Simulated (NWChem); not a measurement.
System: C2H3ClF2; SMILES FC(F)CCl

```xyz
8

F     -1.2923    -1.0023     0.1532
C     -0.0258    -0.8807    -0.3291
F      0.6557    -2.0336    -0.0406
C      0.6987     0.2695     0.3527
Cl    -0.0374     1.8437    -0.0708
H     -0.0762    -0.7583    -1.4358
H      0.6451     0.1283     1.4497
H      1.7584     0.2773     0.0347
```
Atoms are numbered in this order, from 1.

Geometry: optimised at PBE-D3(BJ)/def2-SVP.

Task: List the 4 lowest vertical singlet excitations from BHandHLYP/6-31+G* (spherical d), TDA (NWChem).

Result: 
| state | energy (eV) | oscillator strength | leading excitation (squared amplitude) |
|---|---|---|---|
| S1 | 7.62 | 0.001 | HOMO → LUMO (0.65) |
| S2 | 7.73 | 0.001 | HOMO−1 → LUMO (0.64) |
| S3 | 8.66 | 0.018 | HOMO → LUMO+1 (0.80) |
| S4 | 8.80 | 0.049 | HOMO−1 → LUMO+1 (0.80) |
